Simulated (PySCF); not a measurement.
C$_{3}$H$_{2}$F$_{5}$O (SMILES OC([C](F)F)C(F)(F)F), doublet (typed; the unrestricted solution is spin-contaminated), at a GFN2-xTB geometry, with bond 4-3 at 1.6 times its length; DF-HF/6-31G* in PySCF.

The PySCF input:
```python
from pyscf import gto, scf

mol = gto.M(
    atom='''
O    -0.63380311   -1.46610385   -0.78134352
C    -0.37897747   -0.56001167    0.25840798
C    -1.19992583    0.69515756    0.17148706
F    -1.34932492    1.69028793   -1.69804830
F    -2.39602052    0.66490069    0.76853333
C     1.12160669   -0.21671759    0.16596184
F     1.45372352    0.33872686   -0.99253291
F     1.46237622    0.64528062    1.13479504
F     1.87496103   -1.30217874    0.32928813
H    -1.55527008   -1.75508341   -0.76677360
H    -0.54618542   -1.00124660    1.25438119
''',
    basis='6-31g*',
    spin=1,
    verbose=4,
)

mf = scf.UHF(mol)
mf.diis = False
mf.damp = 0.6
mf.diis_start_cycle = 200
mf.max_cycle = 150
mf = mf.density_fit(auxbasis='def2-universal-jkfit')
mf.kernel()
```

Output, abridged:

```
PySCF version 2.14.0

[INPUT] verbose = 4
[INPUT] num. atoms = 11
[INPUT] num. electrons = 73
[INPUT] charge = 0
[INPUT] spin (= nelec alpha-beta = 2S) = 1
[INPUT] symmetry False subgroup None
[INPUT] Mole.unit = angstrom
[INPUT] Symbol           X                Y                Z      unit          X                Y                Z       unit  Magmom
[...]
nuclear repulsion = 501.976387520368
number of shells = 58
number of NR pGTOs = 251
number of NR cGTOs = 130
basis = 6-31g*
ecp = {}

******** <class 'pyscf.df.df_jk.DFUHF'> ********
method = DFUHF
initial guess = minao
damping factor = 0.6
level_shift factor = 0
DIIS disabled
SCF conv_tol = 1e-09
SCF conv_tol_grad = None
SCF max_cycles = 150
direct_scf = False
number electrons alpha = 37  beta = 36
Set gradient conv threshold to 3.16228e-05
******** <class 'pyscf.df.df.DF'> ********
auxbasis = def2-universal-jkfit
init E= -687.546634550407

cycle= 1 E= -686.073146170937  delta_E= 1.47  |g|= 1.03  |ddm|= 2.27
cycle= 2 E= -686.471711316847  delta_E= -0.399  |g|= 0.411  |ddm|= 0.519
cycle= 3 E= -686.546684403368  delta_E= -0.075  |g|= 0.205  |ddm|= 0.242
cycle= 4 E= -686.567729452209  delta_E= -0.021  |g|= 0.134  |ddm|= 0.124
cycle= 5 E= -686.577470701353  delta_E= -0.00974  |g|= 0.0978  |ddm|= 0.082
cycle= 6 E= -686.583120522389  delta_E= -0.00565  |g|= 0.0752  |ddm|= 0.0614
cycle= 7 E= -686.586824267678  delta_E= -0.0037  |g|= 0.0607  |ddm|= 0.0488
cycle= 8 E= -686.589511244305  delta_E= -0.00269  |g|= 0.0514  |ddm|= 0.0407
cycle= 9 E= -686.591652611956  delta_E= -0.00214  |g|= 0.0455  |ddm|= 0.0355
cycle= 10 E= -686.593509385991  delta_E= -0.00186  |g|= 0.0422  |ddm|= 0.0323
cycle= 11 E= -686.59523514152  delta_E= -0.00173  |g|= 0.0405  |ddm|= 0.0305
cycle= 12 E= -686.596923836549  delta_E= -0.00169  |g|= 0.0399  |ddm|= 0.0297
cycle= 13 E= -686.598633621558  delta_E= -0.00171  |g|= 0.04  |ddm|= 0.0296
cycle= 14 E= -686.60039914775  delta_E= -0.00177  |g|= 0.0406  |ddm|= 0.0299
cycle= 15 E= -686.602238092439  delta_E= -0.00184  |g|= 0.0414  |ddm|= 0.0305
cycle= 16 E= -686.604154781198  delta_E= -0.00192  |g|= 0.0423  |ddm|= 0.0311
cycle= 17 E= -686.606142476758  delta_E= -0.00199  |g|= 0.0431  |ddm|= 0.0318
cycle= 18 E= -686.608185228836  delta_E= -0.00204  |g|= 0.0437  |ddm|= 0.0323
cycle= 19 E= -686.610259775833  delta_E= -0.00207  |g|= 0.044  |ddm|= 0.0326
cycle= 20 E= -686.612337707516  delta_E= -0.00208  |g|= 0.044  |ddm|= 0.0328
[...]
cycle= 123 E= -686.632452509107  delta_E= -6.94e-09  |g|= 8.27e-05  |ddm|= 5.32e-05
cycle= 124 E= -686.63245251563  delta_E= -6.52e-09  |g|= 8.04e-05  |ddm|= 5.13e-05
cycle= 125 E= -686.632452521781  delta_E= -6.15e-09  |g|= 7.82e-05  |ddm|= 4.96e-05
cycle= 126 E= -686.632452527585  delta_E= -5.8e-09  |g|= 7.61e-05  |ddm|= 4.8e-05
cycle= 127 E= -686.632452533067  delta_E= -5.48e-09  |g|= 7.4e-05  |ddm|= 4.64e-05
cycle= 128 E= -686.632452538247  delta_E= -5.18e-09  |g|= 7.21e-05  |ddm|= 4.49e-05
cycle= 129 E= -686.632452543142  delta_E= -4.9e-09  |g|= 7.02e-05  |ddm|= 4.35e-05
cycle= 130 E= -686.63245254777  delta_E= -4.63e-09  |g|= 6.83e-05  |ddm|= 4.21e-05
cycle= 131 E= -686.632452552158  delta_E= -4.39e-09  |g|= 6.66e-05  |ddm|= 4.08e-05
cycle= 132 E= -686.63245255631  delta_E= -4.15e-09  |g|= 6.49e-05  |ddm|= 3.96e-05
cycle= 133 E= -686.632452560248  delta_E= -3.94e-09  |g|= 6.33e-05  |ddm|= 3.84e-05
cycle= 134 E= -686.632452563989  delta_E= -3.74e-09  |g|= 6.17e-05  |ddm|= 3.73e-05
cycle= 135 E= -686.632452567541  delta_E= -3.55e-09  |g|= 6.02e-05  |ddm|= 3.62e-05
cycle= 136 E= -686.632452570903  delta_E= -3.36e-09  |g|= 5.87e-05  |ddm|= 3.51e-05
cycle= 137 E= -686.632452574105  delta_E= -3.2e-09  |g|= 5.73e-05  |ddm|= 3.41e-05
cycle= 138 E= -686.632452577151  delta_E= -3.05e-09  |g|= 5.59e-05  |ddm|= 3.32e-05
cycle= 139 E= -686.63245258004  delta_E= -2.89e-09  |g|= 5.46e-05  |ddm|= 3.23e-05
cycle= 140 E= -686.63245258279  delta_E= -2.75e-09  |g|= 5.33e-05  |ddm|= 3.14e-05
cycle= 141 E= -686.632452585403  delta_E= -2.61e-09  |g|= 5.2e-05  |ddm|= 3.05e-05
cycle= 142 E= -686.632452587898  delta_E= -2.49e-09  |g|= 5.08e-05  |ddm|= 2.97e-05
cycle= 143 E= -686.632452590273  delta_E= -2.37e-09  |g|= 4.96e-05  |ddm|= 2.89e-05
cycle= 144 E= -686.632452592536  delta_E= -2.26e-09  |g|= 4.85e-05  |ddm|= 2.81e-05
cycle= 145 E= -686.632452594691  delta_E= -2.15e-09  |g|= 4.73e-05  |ddm|= 2.74e-05
cycle= 146 E= -686.632452596749  delta_E= -2.06e-09  |g|= 4.63e-05  |ddm|= 2.67e-05
cycle= 147 E= -686.632452598699  delta_E= -1.95e-09  |g|= 4.52e-05  |ddm|= 2.6e-05
cycle= 148 E= -686.632452600571  delta_E= -1.87e-09  |g|= 4.42e-05  |ddm|= 2.54e-05
cycle= 149 E= -686.632452602358  delta_E= -1.79e-09  |g|= 4.32e-05  |ddm|= 2.47e-05
cycle= 150 E= -686.632452604056  delta_E= -1.7e-09  |g|= 4.22e-05  |ddm|= 2.41e-05
SCF not converged.
SCF energy = -686.632452604056 after 150 cycles  <S^2> = 1.2976201  2S+1 = 2.4880676
```

Convergence was not reached.
